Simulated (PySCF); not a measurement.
Species: C$_{2}$H$_{2}$F$_{3}$ (charge -1, singlet). It need not be the lowest isomer of its formula. Whether it binds its extra electron was not tested at this geometry. SMILES: [CH2-]C(F)(F)F
Geometry from a B3LYP-D3(BJ)/def2-TZVP (Ansatz) optimisation:
```
C
F 1 1.3827
F 1 1.3827 2 106.37
C 1 1.4037 2 115.38 3 129.34
H 4 1.0873 1 113.45 2 51.38
H 4 1.0873 5 114.19 1 -132.11
F 1 1.5122 2 98.51 3 -101.53
```
Charge -1, spin multiplicity 1.

Dispersion corrections to the total energy (kcal/mol) from the dftd3 and dftd4 libraries through PySCF: D3(BJ) without and D4 with the three-body term, each with the damping fitted for the functional named.

```csv
functional,D3(BJ),D4
B3LYP,-3.53,-4.24
B2PLYP,-1.55,-1.83
TPSSh,-2.30,…
BLYP,-4.38,-6.15
CAM-B3LYP,…,-2.13
PBE0,…,-2.17
revPBE,-5.67,-10.18
```

Some entries are withheld; supply them.


- TPSSh, D4: -3.26
- CAM-B3LYP, D3(BJ): -1.44
- PBE0, D3(BJ): -1.72
